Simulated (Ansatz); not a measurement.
```yaml
crystal:
  periodic: [false, false, false]
  atoms:
    - {symbol: O, position_ang: [-0.094709, -0.710880, 1.613977]}
    - {symbol: W, position_ang: [0.044829, -0.073584, 0.038946]}
    - {symbol: O, position_ang: [1.480822, -0.788221, -0.589419]}
    - {symbol: Cl, position_ang: [-1.752711, -0.688192, -1.145200]}
    - {symbol: Cl, position_ang: [0.364833, 2.092839, 0.135571]}
basis:
  gaussian: {orbitals: def2-SVPD}
total_charge: -1
magnetization: {spin_polarized: true, initial_magnetization: 7}
hamiltonian: {xc: {name: PBE0}}
scf: {lower_state_search: full}
```

```sh
$ ansatz run in.yaml --threads 4 --pin off --events-out ev --progress --plain --max-ram 10444MiB
```

Shortened log:

```
Functional definition: PBE0
1252 factors; integrals over basis functions are off by at most 7.5e-4 eV
mean field evaluation 1: about -30915.5547 eV, gradient 5.1e1 eV
mean field evaluation 2: about -30915.7896 eV, gradient 5.1e1 eV
mean field evaluation 4: about -30917.2053 eV, gradient 5.2e1 eV
mean field evaluation 8: about -30930.9159 eV, gradient 2.8e0 eV
mean field evaluation 16: about -30930.9716 eV, gradient 1.5e-1 eV
mean field evaluation 32: about -30931.0979 eV, gradient 1.9e-5 eV
a density is far from that of the atoms, so the factors are made again for it
1304 factors; integrals over basis functions are off by at most 2.0e-4 eV
mean field -30931.09796479 eV, -1136.6968843549 hartree, gradient 7.3e-6 eV, S^2 15.768240; 0 other end points of the search recorded, 0 dependent functions left out
reference -30931.09799225 eV, -1136.6968853641 hartree; 36, 29 occupied and 99, 106 virtual orbitals, 1304 factors
Total energy: -30931.09799225 eV, -1136.6968853641 hartree
```

(1) Something in this input is off. What?

Results:

(1) The spin is set far too high for this molecule. The run converged. The result belongs to that input, not to the molecule as meant.
